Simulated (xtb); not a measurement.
C2H3O (SMILES C[C]=O), doublet, geometry from GFN2-xTB; GFN1-xTB (xtb 6.7.1).

Here is a job for xtb.
```
$ xtb mol.xyz --gfn 1 --uhf 1 --opt --json

# file mol.xyz
6

C     -0.98280623    -0.64031730     0.00918186
C      0.00892753     0.45680593     0.00356209
H     -0.51469410    -1.62955370    -0.00565307
H     -1.60234727    -0.53869636     0.89822118
H     -1.62802750    -0.52448715    -0.85962290
O      1.19854263     0.47422569    -0.01367611
```

It wrote (shortened):

```
   ID    Z sym.   atoms
    1    6 C      1, 2
    2    1 H      3-5
    3    8 O      6

           -------------------------------------------------
          |                Calculation Setup                |
           -------------------------------------------------

           -------------------------------------------------
          |                 G F N 1 - x T B                 |
           -------------------------------------------------

          ...................................................
          :                      SETUP                      :
          :.................................................:
          :  # basis functions                  18          :
          :  # atomic orbitals                  18          :
          :  # shells                           12          :
          :  # electrons                        17          :
          :  # halogen bonds                     0          :
          :  max. iterations                   250          :
          :  Hamiltonian                  GFN1-xTB          :
          :  restarted?                      false          :
          :  GBSA solvation                  false          :
          :  PC potential                    false          :
          :  electronic temp.          300.0000000     K    :
          :  accuracy                    1.0000000          :
          :  -> integral cutoff          0.2500000E+02      :
          :  -> integral neglect         0.1000000E-07      :
          :  -> SCF convergence          0.1000000E-05 Eh   :
          :  -> wf. convergence          0.2000000E-04 e    :
          :  Broyden damping             0.4000000          :
          :  net charge                          0          :
          :  unpaired electrons                  1          :
          ...................................................

 iter      E             dE          RMSdq      gap      omega  full diag
   1    -10.5152663 -0.105153E+02  0.774E+00    1.74       0.0  T
   2    -10.5565459 -0.412796E-01  0.464E+00    1.66       1.0  T
   3    -10.5554201  0.112580E-02  0.203E+00    1.67       1.0  T
   4    -10.5619048 -0.648474E-02  0.161E-01    1.66       1.0  T
   5    -10.5619738 -0.689836E-04  0.464E-02    1.66       1.0  T
   6    -10.5619819 -0.807600E-05  0.589E-03    1.66       6.9  T
   7    -10.5619821 -0.240234E-06  0.177E-03    1.66      23.0  T
   8    -10.5619821 -0.120391E-07  0.118E-04    1.66     345.2  T
[...]
         :: total energy             -10.450057998292 Eh    ::
 * total energy  :   -10.4500580 Eh     change       -0.7680434E-10 Eh
 * total energy  :   -10.4503887 Eh     change       -0.3307463E-03 Eh
 * total energy  :   -10.4505477 Eh     change       -0.1589944E-03 Eh
 * total energy  :   -10.4505558 Eh     change       -0.8072092E-05 Eh
 * total energy  :   -10.4505567 Eh     change       -0.9299730E-06 Eh
   *** GEOMETRY OPTIMIZATION CONVERGED AFTER 5 ITERATIONS ***
         :: total energy             -10.450556741172 Eh    ::
[...]
        10                         -0.2786128              -7.5814 (LUMO)
        11                         -0.1498735              -4.0783
        12                         -0.0896423              -2.4393
        13                         -0.0851652              -2.3175
        14                          0.1426533               3.8818
        15                          0.2470783               6.7233
        16                          0.2488833               6.7725
        17                          0.4089091              11.1270
        18                          0.7587697              20.6472
      -------------------------------------------------------------
                  HL-Gap            0.0675403 Eh            1.8379 eV
             Fermi-level           -0.3734343 Eh          -10.1617 eV

  Mulliken/CM5 charges         n(s)   n(p)   n(d)
     1C    -0.09922 -0.24110   1.022  3.077  0.000
     2C     0.31784  0.34533   1.189  2.493  0.000
     3H     0.06581  0.11957   0.934  0.000  0.000
     4H     0.05458  0.10744   0.945  0.000  0.000
     5H     0.05458  0.10744   0.945  0.000  0.000
     6O    -0.39358 -0.43868   1.739  4.654  0.000

Wiberg/Mayer (AO) data.
largest (>0.10) Wiberg bond orders for each atom

 ---------------------------------------------------------------------------
     #   Z sym  total        # sym  WBO       # sym  WBO       # sym  WBO
 ---------------------------------------------------------------------------
     1   6 C    3.985 --     2 C    1.045     5 H    0.962     4 H    0.962
                             3 H    0.961
     2   6 C    3.212 --     6 O    2.085     1 C    1.045
     3   1 H    1.002 --     1 C    0.961
     4   1 H    1.017 --     1 C    0.962
     5   1 H    1.017 --     1 C    0.962
     6   8 O    2.193 --     2 C    2.085
 ---------------------------------------------------------------------------

Topologies differ in total number of bonds
Writing topology from bond orders to xtbtopo.mol

 dipole moment from electron density (au)
     X       Y       Z
  -1.1894  -0.4312   0.0139  total (Debye):    3.216

optimized geometry written to: xtbopt.xyz

           -------------------------------------------------
          | TOTAL ENERGY              -10.450556741172 Eh   |
          | GRADIENT NORM               0.000415366120 Eh/α |
          | HOMO-LUMO GAP               1.837865410537 eV   |
           -------------------------------------------------

normal termination of xtb
```
